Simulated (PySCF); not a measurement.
Isomers of H13NOSi6, one GFN2-xTB conformer each. Single-point energies are computed at PBE0/pcSseg-1 (PySCF, gas phase, no added dispersion term), electronic only.

**Question.** Rank them by PBE0/pcSseg-1 energy, lowest first (kcal/mol).
A. `[NH2:1][Si@@H:2]1[SiH2:3][SiH2:4][SiH2:5][Si@H:6]1[O:7][SiH3:8]` with H–N1–Si2–Si3 168° and -56°, Si5–Si6–O7–Si8 47°, N1–Si2–Si3–Si4 -84°, Si2–Si3–Si4–Si5 -8°, Si3–Si4–Si5–Si6 -10°, Si4–Si5–Si6–O7 -86°
B. `[SiH3:1][NH:2][Si@H:3]1[SiH2:4][O:5][SiH2:6][SiH2:7][SiH2:8]1` with Si1–N2–Si3–Si4 46°, N2–Si3–Si4–O5 158°, Si3–Si4–O5–Si6 -55°, Si4–O5–Si6–Si7 39°, O5–Si6–Si7–Si8 -8°
C. `[NH2:1][Si@@H:2]1[SiH2:3][SiH2:4][SiH2:5][Si@@H:6]1[O:7][SiH3:8]` with H–N1–Si2–Si3 159° and -61°, Si5–Si6–O7–Si8 -74°, N1–Si2–Si3–Si4 -95°, Si2–Si3–Si4–Si5 -20°, Si3–Si4–Si5–Si6 15°, Si4–Si5–Si6–O7 112°
D. `[NH2:1][Si@H:2]1[SiH2:3][SiH2:4][Si@@H:5]([OH:6])[SiH2:7][SiH2:8]1` with H–N1–Si2–Si3 -171° and 51°, Si4–Si5–O6–H -60°, N1–Si2–Si3–Si4 87°, Si2–Si3–Si4–Si5 -28°, Si3–Si4–Si5–O6 -53°, Si4–Si5–Si7–Si8 -29°
E. `[NH2:1][Si@@H:2]1[SiH2:3][SiH2:4][SiH2:5][SiH2:6][Si@@H:7]1[OH:8]` with H–N1–Si2–Si3 175° and -49°, Si6–Si7–O8–H -174°, N1–Si2–Si3–Si4 -166°, Si2–Si3–Si4–Si5 49°, Si3–Si4–Si5–Si6 -49°, Si4–Si5–Si6–Si7 48°
F. `[NH2:1][Si@@H:2]1[SiH2:3][SiH2:4][SiH2:5][SiH2:6][Si@H:7]1[OH:8]` with H–N1–Si2–Si3 171° and -54°, Si6–Si7–O8–H -174°, N1–Si2–Si3–Si4 -77°, Si2–Si3–Si4–Si5 21°, Si3–Si4–Si5–Si6 -53°, Si4–Si5–Si6–Si7 25°

**Answer.** B (0.0), A (5.8), C (6.1), E (16.7), F (19.3), D (19.8).

As drawn, the highest has an O–H bond, which the lowest lacks. Neighbours under 2.5 kcal/mol apart (N[Si@@H]1[SiH2][SiH2][SiH2][Si@H]1O[SiH3] and N[Si@@H]1[SiH2][SiH2][SiH2][Si@@H]1O[SiH3]; N[Si@@H]1[SiH2][SiH2][SiH2][SiH2][Si@H]1O and N[Si@H]1[SiH2][SiH2][Si@@H](O)[SiH2][SiH2]1) can change places with a better method, another conformer or zero-point energy. N[Si@@H]1[SiH2][SiH2][SiH2][Si@H]1O[SiH3] and N[Si@@H]1[SiH2][SiH2][SiH2][Si@@H]1O[SiH3] are stereoisomers, 0.3 kcal/mol apart in the conformers taken. N[Si@@H]1[SiH2][SiH2][SiH2][SiH2][Si@@H]1O and N[Si@@H]1[SiH2][SiH2][SiH2][SiH2][Si@H]1O are stereoisomers, 2.6 kcal/mol apart in the conformers taken. GFN2-xTB itself gives, in the same order: 0.0, 32.7, 34.5, 80.9, 79.5, 80.6. Both levels put the same isomer lowest; measured from each level's own lowest isomer, the values differ by up to 64.2 kcal/mol (N[Si@@H]1[SiH2][SiH2][SiH2][SiH2][Si@@H]1O: 80.9 against 16.7).

**Question.** Which frontier levels, dipoles and rotational constants go with these structures?

**Answer.** 
```csv
SMILES,"HOMO (eV, PBE0/pcSseg-1)",LUMO (eV),dipole (D),"A, B, C (MHz)"
[SiH3]N[Si@H]1[SiH2]O[SiH2][SiH2][SiH2]1,-7.20,-1.13,1.29,"1230, 432.3, 332.3"
N[Si@@H]1[SiH2][SiH2][SiH2][Si@H]1O[SiH3],-7.21,-1.56,1.70,"789.0, 593.7, 514.3"
N[Si@@H]1[SiH2][SiH2][SiH2][Si@@H]1O[SiH3],-7.25,-1.65,1.55,"939.0, 544.0, 418.2"
N[Si@@H]1[SiH2][SiH2][SiH2][SiH2][Si@@H]1O,-7.25,-1.05,2.77,"815.8, 645.7, 410.9"
N[Si@@H]1[SiH2][SiH2][SiH2][SiH2][Si@H]1O,-7.25,-1.37,2.52,"722.2, 709.4, 494.4"
N[Si@H]1[SiH2][SiH2][Si@@H](O)[SiH2][SiH2]1,-7.16,-1.19,1.89,"762.5, 684.4, 482.0"
```

**Question.** As an exercise, what shares would exp(−E/RT) give at 1000 K from these electronic energies alone (no entropy, no degeneracies)?

**Answer.** RT = 1.987 kcal/mol: [SiH3]N[Si@H]1[SiH2]O[SiH2][SiH2][SiH2]1 90.8 %, N[Si@@H]1[SiH2][SiH2][SiH2][Si@H]1O[SiH3] 4.9 %, N[Si@@H]1[SiH2][SiH2][SiH2][Si@@H]1O[SiH3] 4.3 %, N[Si@@H]1[SiH2][SiH2][SiH2][SiH2][Si@@H]1O under 0.1 %, N[Si@@H]1[SiH2][SiH2][SiH2][SiH2][Si@H]1O under 0.1 %, N[Si@H]1[SiH2][SiH2][Si@@H](O)[SiH2][SiH2]1 under 0.1 %.
